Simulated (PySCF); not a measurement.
Si(CCH)2(Cl)(H), C₄H₃ClSi, SMILES [SiH](C#C)(Cl)C#C, CAM-B3LYP/def2-SVP optimised geometry.

```
9

Si    -1.80    -0.69     0.00
Cl    -2.48    -1.63    -1.71
C     -2.42    -1.59     1.46
C     -2.84    -2.18     2.44
C      0.03    -0.69     0.00
C      1.24    -0.67     0.00
H     -2.31     0.69     0.00
H     -3.21    -2.70     3.30
H      2.31    -0.66     0.00
```

Density from CAM-B3LYP/def2-TZVP (PySCF 2.14.0) at that geometry.

Minimum of the electron density along straight lines between bonded atoms, close to the bond critical point (lines longer than 1.1 times the sum of covalent radii, or with two minima, are not listed):

```
bond     length / Å  ρ at the minimum / e bohr⁻³  ∇²ρ there / e bohr⁻⁵  position (fraction from the first atom)
-------  ----------  ---------------------------  --------------------  ---------------------------------------
Si1–Cl2       2.063                        0.099                  0.21                                     0.36
Si1–C3        1.825                        0.124                  0.29                                     0.39
C3–C4         1.211                        0.419                 -1.26                                     0.47
Si1–C5        1.825                        0.124                  0.29                                     0.39
C5–C6         1.211                        0.419                 -1.26                                     0.47
Si1–H7        1.477                        0.129                  0.13                                     0.49
C4–H8         1.076                        0.286                 -1.07                                     0.67
C6–H9         1.076                        0.286                 -1.07                                     0.67
```
